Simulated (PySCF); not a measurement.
# Working out the ionisation energy of Pb+

Pb+ [Xe] 4f14 5d10 6s2 6p1 (2P) → Pb(2+) [Xe] 4f14 5d10 6s2 (1S). Computed with PySCF 2.14 in def2-TZVPPD with the def2 core potential (60 electrons), with scalar relativity through the core potential. Frozen: 5s2 5p6 5d10. Energies in hartree (1 hartree = 27.21139 eV):

| part | Pb+ (lower) | Pb(2+) (upper) |
| --- | --- | --- |
| UHF | -191.594254 | -191.109101 |
| CCSD correlation | -0.036276 | -0.027730 |
| (T) | -0.000416 | 0.000000 |

Problem. What does Hartree-Fock give?

Solution. (-191.109101) − (-191.594254) = 0.485153 hartree = 13.202 eV.

Problem. What do CCSD and CCSD(T) give?

Solution. The CCSD correlation energies differ by 0.008546 hartree = 0.233 eV and the triples by 0.000416 hartree = 0.011 eV, so CCSD gives 13.435 eV and CCSD(T) 13.446 eV.

Measured between the centres of the two terms (NIST): 13.869 eV, so CCSD(T) (valence) is off by -0.423 eV.

What remains against the reference includes basis incompleteness, the frozen core and higher excitations.
